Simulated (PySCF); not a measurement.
Work out the structure from these simulated measurements.

Formula: C6H11F2N.

- Rotational structure: rotational constants A, B, C: 1.803, 1.671, 1.142 GHz [GFN2-xTB]
- 1H NMR: chemical shifts (computed TMS as zero) by class: 5.99 (1 H), 3.70 (1 H), 3.56 (1 H), 2.63 (1 H), 1.92 (1 H), 1.75 (1 H), 1.66 (1 H), 1.07 (1 H), 0.92 (3 H) ppm [GIAO PBE0/pcSseg-1]
- NMR, other nuclei: isotropic shieldings of nuclei other than C and H, by class: 223 (1 N), 324 (1 F), 333 (1 F) ppm [GIAO PBE0/pcSseg-1]
- 13C NMR: chemical shifts (computed TMS as zero) by class: 122.6 (1 C), 66.7 (1 C), 44.5 (1 C), 35.2 (1 C), 27.3 (1 C), 7.7 (1 C) ppm [GIAO PBE0/pcSseg-1]
- Dipole: 0.94 D [PBE0/pcSseg-1]

The electronic properties come from PySCF, for the isolated species, density fitting. Levels stand in brackets. Isolated species at its GFN2-xTB geometry (one conformer only). NMR classes are plain means over equivalent atoms (diastereotopic ones count apart unless rotation or inversion swaps them), as if these changed places fast.

**Question.** Propose a structure and show how it fits.

**Answer.** Numbering: `[CH3:1][CH2:2][C@@:3]1([CH:4]([F:5])[F:6])[CH2:7][CH2:8][NH:9]1`. Its formula, C6H11F2N, gives 1 degree of unsaturation: 1 ring and 0 π bonds in the structure found. 6 carbons fall into 6 classes; from least to most shielded: CHF2 carbon [C4] (122.6 ppm), ring sp3 carbon bound to nitrogen [C3] (66.7 ppm), ring sp3 carbon bound to nitrogen [C8] (44.5 ppm), chain CH2 carbon [C2] (35.2 ppm), four-membered-ring carbon [C7] (27.3 ppm), methyl carbon [C1] (7.7 ppm). Hydrogen classes from least to most shielded: 1 H on a CHF2 carbon, C4 (5.99 ppm), 1 H on an sp3 carbon bound to nitrogen, C8 (3.70 ppm), 1 H on an sp3 carbon bound to nitrogen, C8 (3.56 ppm), 1 H on a four-membered-ring carbon, C7 (2.63 ppm), 1 H on a four-membered-ring carbon, C7 (1.92 ppm), 1 H on a chain CH2 carbon, C2 (1.75 ppm), 1 H on a chain CH2 carbon, C2 (1.66 ppm), 1 H on a secondary amine nitrogen, N9 (1.07 ppm), 3 H on a methyl carbon, C1 (0.92 ppm, a mean of values up to 0.8 ppm apart in this geometry). The other shieldings belong to: 223 ppm, secondary amine nitrogen [N9]; 324 ppm, fluorine of a CF2 group [F6]; 333 ppm, fluorine of a CF2 group [F5]. The optimised geometry has point group C1 and is an asymmetric top. Structure: `CC[C@@]1(C(F)F)CCN1`. Computed isomers that give other values at the same levels: `CC(C)[C@@]1(C(F)F)CN1` (13C chemical shifts (computed TMS as zero) by class: 120.6 (1 C), 42.9 (1 C), 39.5 (1 C), 30.4 (1 C), 21.1 (1 C), 21.0 (1 C) ppm); `C=C(C)[C@@H](NC)C(F)F` (13C chemical shifts (computed TMS as zero) by class: 151.1 (1 C), 124.9 (1 C), 122.8 (1 C), 75.2 (1 C), 36.1 (1 C), 17.5 (1 C) ppm). The assignments are read from this structure; whether some other isomer fits the data as well wasn't checked. The mirror image fits equally.

Shape of the structure used: `[CH3:1][CH2:2][C@@:3]1([CH:4]([F:5])[F:6])[CH2:7][CH2:8][NH:9]1`: C1–C2–C3–C4 68°, C2–C3–C4–F5 -179°.
